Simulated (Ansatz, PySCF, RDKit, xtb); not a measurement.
Complex: GeH4 (SMILES [GeH4]) (first 5 atoms) with C2H6 (SMILES CC); geometry from B3LYP-D3(BJ)/def2-TZVP, rigid monomers moved along the line of their centres of mass till Ge1···C6 is 3.44 Å.
(charge 0, multiplicity 1):
```xyz
13

Ge    -0.15445     0.14854    -0.24638
H     -0.50518    -0.05966    -1.72773
H      0.41996    -1.15308     0.33115
H     -1.42204     0.53481     0.52929
H      0.88636     1.27009    -0.11978
C      0.54602     0.50497     3.10731
C     -0.40162    -0.64362     3.44006
H      0.99552     0.92346     4.00985
H      0.02389     1.31545     2.59509
H      1.35966     0.17404     2.45892
H      0.12124    -1.45269     3.95368
H     -0.85054    -1.06251     2.53775
H     -1.21463    -0.31165     4.08861
```

Interaction energies are E(AB) − E(A) − E(B) at the monomers' geometry in the complex; basis-set methods are counterpoise corrected. Rows marked so take none. RDKit's UFF carries no charges.

Cores are frozen in the correlated methods. Filled d and f shells under p-block atoms count as core. Rows in 6-31G* carry no dispersion term and start afresh at each structure (6-31G* with six Cartesian d functions); the Pople sets are all-electron and without relativity.

The values were computed with Ansatz (Gaussian basis) for Hartree–Fock, density functionals and correlated methods; PySCF for 6-31G* rows, the dispersion terms; RDKit for the force fields; xtb for the GFN methods. 

| level | interaction energy (meV) |
|---|---|
| UFF | -22.9 |
| GFN1-xTB | -168.2 |
| HF/6-31G* (no counterpoise) | 130.9 |
| r2SCAN/def2-TZVPPD | 12.5 |
| B3LYP-D3(BJ)/def2-TZVPPD | -23.7 |
| PBE0/def2-TZVPPD | 45.1 |
| PBE0-D3(BJ)/def2-TZVPPD | -26.4 |
| SCS-MP2/aug-cc-pVDZ | … |
| CCSD(T)/aug-cc-pVDZ | … |

Task: Complete the blanks.

Result: 
- SCS-MP2/aug-cc-pVDZ, interaction energy (meV): 37.7
- CCSD(T)/aug-cc-pVDZ, interaction energy (meV): 7.3

Ansatz is a program for electronic structure.
